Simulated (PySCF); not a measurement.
**Ag: electron affinity**

Ag⁻ [Kr] 4d10 5s2 → Ag [Kr] 4d10 5s1 [5s1/2^1, M_J = 1/2], as a difference of total energies. All numbers are calculated (PySCF 2.14, the two-component X2C-1e Hamiltonian, in x2c-TZVPall-2c with one added diffuse shell each of s, p, d type (9s10p8d1f, 86 functions)). Correlated levels: [Ar] 3d10 frozen; the 6 highest virtual spinors dropped. "Screened" scales the spin-orbit matrix elements by Boettger's factors to mimic the two-electron term; Breit and QED terms are absent.

```csv
method,electron affinity (eV),error (eV)
GMP2 (spin-free),0.919,-0.385
GHF (screened spin-orbit),0.092,-1.212
GMP2 (screened spin-orbit),0.920,-0.384
```

Reference: 1.304 eV (measured; photodetachment measurements, as compiled on the Wikipedia data page of electron affinities).

Errors of the correlated levels include the incompleteness of this basis and the frozen core.
